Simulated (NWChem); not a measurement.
System: germanium monoxide (GeO, singlet); SMILES [O]=[Ge]

Input file for NWChem:

```
start job
memory heap 200 mb stack 900 mb global 1100 mb
geometry units angstroms noautoz
  Ge     0.000000     0.000000     0.339057
  O      0.000000     0.000000    -1.284500
end
basis spherical
  Ge library sto-3g
  O library sto-3g
end
dft
  xc pbe0
  iterations 150
  mulliken
end
task dft energy
```

Parts of the log:

```
             Northwest Computational Chemistry Package (NWChem) 7.3.0
             --------------------------------------------------------

 ORDER OF PRIMARY AXIS IS BEING SET TO 4
 C4V symmetry detected

                             Geometry "geometry" -> ""
                             -------------------------

 Output coordinates in angstroms (scale by  1.889725989 to convert to a.u.)

  No.       Tag          Charge          X              Y              Z
 ---- ---------------- ---------- -------------- -------------- --------------
    1 Ge                  32.0000     0.00000000     0.00000000     0.32471140
    2 O                    8.0000     0.00000000     0.00000000    -1.29884560

 Effective nuclear repulsion energy (a.u.)      83.4398642881

      Symmetry information
      --------------------

 Group name             C4v
 Group number             18
 Group order               8
 No. of unique centers     2

                                 NWChem DFT Module
                                 -----------------

 Summary of "ao basis" -> "ao basis" (spherical)
 ------------------------------------------------------------------------------
       Tag                 Description            Shells   Functions and Types
 ---------------- ------------------------------  ------  ---------------------
 Ge                          sto-3g                  8       18   4s3p1d
 O                           sto-3g                  3        5   2s1p

      Symmetry analysis of basis
      --------------------------

        a1         11
        a2          0
        b1          1
        b2          1
        e          10

            General Information
            -------------------
          SCF calculation type: DFT
          Wavefunction type:  closed shell.
          No. of atoms     :     2
          No. of electrons :    40
           Alpha electrons :    20
            Beta electrons :    20
          Charge           :     0
          Spin multiplicity:     1
          Use of symmetry is: on ; symmetry adaption is: on
          Maximum number of iterations: 150
          AO basis - number of functions:    23
                     number of shells:    11
          Convergence on energy requested:  1.00D-06
          Convergence on density requested:  1.00D-05
          Convergence on gradient requested:  5.00D-04

              XC Information
              --------------
                         PBE0 Method XC Functional
                     Hartree-Fock (Exact) Exchange  0.250
          PerdewBurkeErnzerhof Exchange Functional  0.750
            Perdew 1991 LDA Correlation Functional  1.000 local
           PerdewBurkeErnz. Correlation Functional  1.000 non-local

             Grid Information
             ----------------
          Grid used for XC integration:  medium
          Radial quadrature: Mura-Knowles
          Angular quadrature: Lebedev.
          Tag              B.-S. Rad. Rad. Pts. Rad. Cut. Ang. Pts.
          ---              ---------- --------- --------- ---------
          Ge                  1.25      112           5.0       590
          O                   0.60       49           6.0       434
          Grid pruning is: on
          Number of quadrature shells:   161
          Spatial weights used:  Erf1

      Superposition of Atomic Density Guess
      -------------------------------------

 Sum of atomic energies:       -2125.39928862

      Non-variational initial energy
      ------------------------------

 Total energy =   -2125.157600
 1-e energy   =   -3155.978711
 2-e energy   =     947.381247
 HOMO         =      -0.182757
 LUMO         =       0.166935

      Symmetry analysis of molecular orbitals - initial
      -------------------------------------------------

 !! scf_movecs_sym_adapt:    2 vectors were symmetry contaminated

  Symmetry fudging
  Numbering of irreducible representations:

     1 a1          2 a2          3 b1          4 b2          5 e

  Orbital symmetries:

     1 a1          2 a1          3 a1          4 e           5 e
     6 a1          7 a1          8 a1          9 e          10 e
    11 a1         12 a1         13 e          14 e          15 b1
    16 b2         17 a1         18 e          19 e          20 a1
    21 e          22 e          23 a1

     ---------------------------------------------
      Total Density - Mulliken Population Analysis
     ---------------------------------------------

    Atom       Charge   Shell Charges
 -----------   ------   -------------------------------------------------------
    1 Ge  32    30.81   2.00  2.00  6.00  2.00  5.93  1.86  1.04  9.97
    2 O    8     9.19   2.00  1.93  5.27

   convergence    iter        energy       DeltaE   RMS-Dens  Diis-err
 ---------------- ----- ----------------- --------- --------- ---------
 d= 0,ls=0.0,diis     1  -2126.6379489343 -2.21D+03  1.75D-01  1.06D+00
 d= 0,ls=0.0,diis     2  -2123.7501355027  2.89D+00  1.37D-01  1.35D+01
 d= 0,ls=0.0,diis     3  -2126.9223147639 -3.17D+00  6.59D-03  1.29D-02
 d= 0,ls=0.0,diis     4  -2126.9237605257 -1.45D-03  9.77D-04  3.37D-03
 d= 0,ls=0.0,diis     5  -2126.9237382649  2.23D-05  3.22D-05  3.39D-03
  Resetting Diis
 d= 0,ls=0.0,diis     6  -2126.9237521616 -1.39D-05  2.22D-03  3.30D-03
 d= 0,ls=0.0,diis     7  -2126.9242221593 -4.70D-04  1.86D-03  1.65D-04
 d= 0,ls=0.0,diis     8  -2126.9239199664  3.02D-04  1.47D-03  2.18D-03
 d= 0,ls=0.0,diis     9  -2126.9242465737 -3.27D-04  3.36D-05  3.22D-07
 d= 0,ls=0.0,diis    10  -2126.9242466406 -6.69D-08  8.25D-06  6.69D-09

         Total DFT energy =    -2126.924246640582
      One electron energy =    -3150.160063012794
           Coulomb energy =     1027.929596722676
    Exchange-Corr. energy =      -88.133644638519
 Nuclear repulsion energy =       83.439864288056

 Numeric. integr. density =       40.000005819805

                  Occupations of the irreducible representations
                  ----------------------------------------------

                     irrep           alpha         beta
                     --------     --------     --------
                     a1               10.0         10.0
                     a2                0.0          0.0
                     b1                1.0          1.0
                     b2                1.0          1.0
                     e                 8.0          8.0

                       DFT Final Molecular Orbital Analysis
                       ------------------------------------

 Vector   18  Occ=2.000000D+00  E=-1.685886D-01  Symmetry=e
              MO Center=  6.7D-17, -2.3D-16,  6.6D-02, r^2= 7.0D-01
   Bfn.  Coefficient  Atom+Function         Bfn.  Coefficient  Atom+Function
  ----- ------------  ---------------      ----- ------------  ---------------
    15      0.832180  1 Ge d -1              22      0.363345  2 O  py
    12      0.327679  1 Ge py                17     -0.177565  1 Ge d  1
     8     -0.105881  1 Ge py                21      0.077528  2 O  px
    11      0.069918  1 Ge px                 4      0.032792  1 Ge py

 Vector   19  Occ=2.000000D+00  E=-1.685886D-01  Symmetry=e
              MO Center=  4.7D-16,  8.6D-18,  6.6D-02, r^2= 7.0D-01
   Bfn.  Coefficient  Atom+Function         Bfn.  Coefficient  Atom+Function
  ----- ------------  ---------------      ----- ------------  ---------------
    17      0.832180  1 Ge d  1              21     -0.363345  2 O  px
    11     -0.327679  1 Ge px                15      0.177565  1 Ge d -1
     7      0.105881  1 Ge px                22      0.077528  2 O  py
    12      0.069918  1 Ge py                 3     -0.032792  1 Ge px

 Vector   20  Occ=2.000000D+00  E=-1.405500D-01  Symmetry=a1
              MO Center= -1.6D-16, -7.1D-17,  1.9D-01, r^2= 1.2D+00
   Bfn.  Coefficient  Atom+Function         Bfn.  Coefficient  Atom+Function
  ----- ------------  ---------------      ----- ------------  ---------------
    16      0.685945  1 Ge d  0              13      0.539326  1 Ge pz
    23     -0.383246  2 O  pz                10      0.255551  1 Ge s
    20      0.193390  2 O  s                  9     -0.181427  1 Ge pz
     5      0.056145  1 Ge pz                 6     -0.046855  1 Ge s
    19     -0.028259  2 O  s

 Vector   21  Occ=0.000000D+00  E= 7.732237D-02  Symmetry=e
              MO Center= -4.1D-18, -4.9D-18, -9.4D-02, r^2= 1.8D+00
   Bfn.  Coefficient  Atom+Function         Bfn.  Coefficient  Atom+Function
  ----- ------------  ---------------      ----- ------------  ---------------
    12      0.871727  1 Ge py                22     -0.586291  2 O  py
     8     -0.252090  1 Ge py                11     -0.235028  1 Ge px
    21      0.158071  2 O  px                15     -0.098497  1 Ge d -1
     4      0.077886  1 Ge py                 7      0.067966  1 Ge px
    17     -0.026556  1 Ge d  1

 Vector   22  Occ=0.000000D+00  E= 7.732237D-02  Symmetry=e
              MO Center=  3.5D-17,  5.9D-17, -9.4D-02, r^2= 1.8D+00
   Bfn.  Coefficient  Atom+Function         Bfn.  Coefficient  Atom+Function
  ----- ------------  ---------------      ----- ------------  ---------------
    11      0.871727  1 Ge px                21     -0.586291  2 O  px
     7     -0.252090  1 Ge px                12      0.235028  1 Ge py
    22     -0.158071  2 O  py                17      0.098497  1 Ge d  1
     3      0.077886  1 Ge px                 8     -0.067966  1 Ge py
    15     -0.026556  1 Ge d -1

[...]
```

Level: PBE0/STO-3G. Low-valent species are run as closed-shell singlets; no triplet was tried in these runs. Coordinates come from a PBE0/def2-SVP optimisation.
